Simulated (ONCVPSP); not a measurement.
# Ta (Z = 73): ONCV pseudisation with LDA (Perdew-Zunger), scalar-relativistic reference atom.

tantalum (Ta), optimised norm-conserving Vanderbilt (ONCV), made with ONCVPSP 4.0.1 (LDA (Perdew-Zunger), scalar-relativistic). Core [Kr] 4d10 4f14, reference 5s2 5p6 5d3 (charge +2). Waves: 5s: rc 1.80 bohr, ncon 4, nbas 7, qcut 5.1 1/bohr, 1 projector; 5p: rc 1.70 bohr, ncon 4, nbas 7, qcut 6.9 1/bohr, 3 projectors, debl 2.4 Ha; 5d: rc 2.20 bohr, ncon 4, nbas 8, qcut 8.5 1/bohr, 2 projectors, debl 2.4 Ha. Local part: polynomial inside 1.30 bohr (lpopt 5, dvloc0 5 Ha). Core correction: polynomial model core, fcfact 0.65.

Poles of the logarithmic derivatives, all-electron (AE) and pseudo (PS). s: poles at -2.9, 4.9 (AE) and -2.9, 1.7 (PS) Ha. p: poles at -1.1 (AE) and -1.1 (PS) Ha. d: poles at -0.0, 4.9 (AE) and -0.0, 4.8 (PS) Ha. Test radii: s 1.83, p 1.73, d 2.23 bohr.

* Cutoffs needed: 17 Ha and 34 Ha (the cutoffs (Ha) at which the residual kinetic energy of the hardest occupied pseudo-wave falls to 1 and 0.1 mHa per electron)
* Ghost test: no bound ghost flagged; GHOST(+) flags only above 600 eV
* Largest excitation error: +2071 meV (all-electron minus pseudo) for 5s2 5p5 5d3 6s2, out of 4 test configurations
* rms error of d²Exc/dni dnj: 11.11 mHa without and 1.33 mHa with the model core
